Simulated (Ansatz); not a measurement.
One change: `B[N]1[CH2][AlH]1` becomes `[SiH3][N]1[CH2][AlH]1`.

Ansatz, PBE0-D4/def2-TZVP geometries, multiplicity 1. 

| property | `B[N]1[CH2][AlH]1` |
| --- | --- |
| LUMO energy (ωB97M-V/def2-TZVPP) / eV | 0.13 |
| zero-point energy (PBE0-D4/def2-TZVP) / kJ/mol | 156.2 |
| HOMO energy (PBE/def2-TZVPP) / eV | -5.98 |
| HOMO–LUMO gap (PBE0/def2-TZVPP) / eV | 5.66 |
| HOMO energy (ωB97M-V/def2-TZVPP) / eV | -9.36 |
| size of the dipole moment (PBE/def2-TZVPP) / D | 2.99 |

Task: What does the change do to each property? (Best estimate.)

Result: Computed: 
```
                                      property  `[SiH3][N]1[CH2][AlH]1`  shift
         LUMO energy (ωB97M-V/def2-TZVPP) / eV                     0.46   0.33
zero-point energy (PBE0-D4/def2-TZVP) / kJ/mol                    166.5   10.3
             HOMO energy (PBE/def2-TZVPP) / eV                    -5.63   0.35
          HOMO–LUMO gap (PBE0/def2-TZVPP) / eV                     5.73   0.07
         HOMO energy (ωB97M-V/def2-TZVPP) / eV                    -9.09   0.27
size of the dipole moment (PBE/def2-TZVPP) / D                     2.11  -0.88
```

With PBE0 the HOMO rises by 0.31 eV and the LUMO rises by 0.38 eV, so the gap widens by about 0.07 eV. PBE moves the HOMO by 0.35 eV and ωB97M-V by 0.27 eV. The zero-point energy changes by 10.3 kJ/mol with +3 modes. Dipoles are sizes alone; their direction can turn.
